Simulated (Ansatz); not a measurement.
The same path of Cl2H2Sn + H2O (8 atoms, charge 0, multiplicity 1) was run twice with different band settings. Lost on the way: Sn1–Cl2, O6–H8. Made: Sn1–O6, Cl2–H8.

Level of theory: RKS r2SCAN-D4/def2-SVP in Ansatz.

Relaxed end points:

```xyz
8
Properties=species:S:1:pos:R:3
Sn 0.011 0.105 -0.004
Cl -0.205 0.267 2.363
H 1.615 0.075 -0.560
H -0.903 1.476 -0.483
Cl -1.364 -1.636 -0.875
O 1.032 -2.154 0.957
H 0.340 -2.751 0.627
H 0.799 -2.010 1.888
```

```xyz
8
Properties=species:S:1:pos:R:3
Sn 0.042 -0.371 -0.279
Cl 0.936 0.144 2.755
H 1.561 0.264 -0.674
H -1.273 0.561 0.256
Cl -0.762 -1.539 -2.173
O 0.388 -1.943 0.961
H -0.245 -2.671 0.871
H 0.679 -1.075 2.197
```

Common settings: movable images 9; climbing image yes; spring 5.0 eV/Å²; optimiser quadratic models (default); force threshold 0.05 eV/Å; iteration limit 60; end points relaxed.

| run | start path |
| --- | --- |
| 1 | through a guess of the saddle point |
| 2 | straight line |

(1) What does each run give, and how far can it be trusted?

Answers

(1) Run 1: converged after 14 iterations, highest image 0.697 eV above the first end. The top lies less than 8 meV above the higher end, about what the thresholds resolve: that end is a shoulder or a very shallow well. A vibrational analysis at the climbing image gives one clearly imaginary mode, 128i cm⁻¹: a first-order saddle point.
Run 2: converged after 11 iterations, highest image 0.697 eV above the first end. The top lies less than 8 meV above the higher end, about what the thresholds resolve: that end is a shoulder or a very shallow well. Another band between the same ends (9 images) ends at a top of the same energy, where a vibrational analysis finds 1 clearly imaginary mode.
The orbitals stay closed-shell, which can raise the energy where a bond breaks towards radicals; this wasn't checked here.
